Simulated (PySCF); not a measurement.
This PySCF input asks for the NMR shieldings of SMILES CPCCCP(C)C, C$_{6}$H$_{16}$P$_{2}$; the geometry comes from GFN2-xTB.

```python
import basis_set_exchange as bse
import numpy as np
from pyscf import gto, dft
from pyscf.prop import nmr

atoms = """
C     3.848806   -0.702441    1.391498
P     2.940368   -1.241598   -0.129852
C     1.533992   -0.026878   -0.031803
C     0.436540   -0.346813   -1.038682
C    -0.713127    0.649767   -0.940501
P    -1.543399    0.634421    0.732490
C    -2.860783    1.875368    0.341459
C    -2.563358   -0.896892    0.516830
H     3.173803   -0.578550    2.236527
H     4.606114   -1.445726    1.632461
H     4.348558    0.243518    1.186262
H     2.246712   -2.288942    0.494469
H     1.115628   -0.017738    0.980088
H     1.945045    0.967080   -0.236961
H     0.852154   -0.327382   -2.050304
H     0.066036   -1.359974   -0.860066
H    -1.460398    0.447885   -1.714662
H    -0.329863    1.662909   -1.095265
H    -3.577079    1.897414    1.160639
H    -3.377305    1.630792   -0.585771
H    -2.406913    2.860747    0.255585
H    -3.276470   -0.960092    1.336693
H    -3.099411   -0.885668   -0.431658
H    -1.917385   -1.771444    0.559670
"""
names = dict.fromkeys(["C", "P", "H"], "pcSseg-1")
basis = {el: gto.basis.parse(bse.get_basis(n, elements=[el], fmt="nwchem")) for el, n in names.items()}
mol = gto.M(atom=atoms, basis=basis, charge=0, verbose=0)
mf = dft.RKS(mol, xc="PBE0")
mf.grids.level = 2
mf.grids.alignment = dft.numint.BLKSIZE   # the property module wants whole blocks of grid points
mf.conv_tol = 1e-9
mf.kernel()

calc = nmr.RKS(mf)   # GIAO
C = mf.mo_coeff
Co = C[:, mf.mo_occ > 0]
resp = mf.gen_response(singlet=True, hermi=2)
def vind(x):   # induced exchange potential for any number of trial vectors
    d = np.einsum("pi,xij,qj->xpq", C, 2 * x.reshape(-1, C.shape[1], Co.shape[1]), Co, optimize=True)
    return np.einsum("xpq,pi,qj->xij", resp(d - d.transpose(0, 2, 1)), C, Co, optimize=True).ravel()
mo1, _ = nmr.rhf.solve_mo1(calc, with_cphf=vind)
sigma = calc.kernel(mo1)
for i, s in enumerate(sigma):   # ppm
    w = np.linalg.eigvalsh((s + s.T) / 2)
    print("%2d %-2s iso %8.1f  s11 %8.1f  s22 %8.1f  s33 %8.1f" % (i, mol.atom_pure_symbol(i), w.mean(), *w))
```

**Question.** What does it print?

**Answer.** 
```
 0 C  iso    177.9  s11    165.3  s22    180.7  s33    187.8
 1 P  iso    426.3  s11    379.4  s22    426.7  s33    472.7
 2 C  iso    155.2  s11    132.8  s22    157.3  s33    175.6
 3 C  iso    159.8  s11    147.0  s22    157.6  s33    174.8
 4 C  iso    144.1  s11    124.3  s22    147.9  s33    160.0
 5 P  iso    400.7  s11    370.8  s22    409.6  s33    421.7
 6 C  iso    168.8  s11    156.8  s22    162.3  s33    187.2
 7 C  iso    169.5  s11    152.1  s22    167.2  s33    189.3
 8 H  iso     30.2  s11     25.0  s22     29.4  s33     36.3
 9 H  iso     30.7  s11     25.7  s22     27.3  s33     38.9
10 H  iso     30.8  s11     26.5  s22     28.4  s33     37.4
11 H  iso     28.7  s11     24.0  s22     28.5  s33     33.6
12 H  iso     29.0  s11     22.2  s22     30.0  s33     34.9
13 H  iso     30.7  s11     25.8  s22     31.6  s33     34.8
14 H  iso     29.7  s11     23.6  s22     29.6  s33     36.0
15 H  iso     30.5  s11     25.3  s22     32.4  s33     33.9
16 H  iso     30.4  s11     25.8  s22     30.2  s33     35.1
17 H  iso     30.2  s11     25.2  s22     30.6  s33     34.6
18 H  iso     30.6  s11     26.0  s22     27.4  s33     38.4
19 H  iso     31.0  s11     27.0  s22     29.2  s33     36.7
20 H  iso     30.7  s11     25.9  s22     28.0  s33     38.2
21 H  iso     30.7  s11     26.4  s22     27.3  s33     38.3
22 H  iso     31.3  s11     27.9  s22     28.7  s33     37.2
23 H  iso     30.4  s11     25.1  s22     29.5  s33     36.6
```

These numbers come from an equivalent density-fitted implementation of the same equations, which agrees with the script to about 0.01 ppm for H and up to a few tenths of a ppm for heavy atoms, so last digits may differ.

Size and cost of the density-fitted run: 230 basis functions, 51 s wall time on 1 thread of an Arm Neoverse V1, shared host.
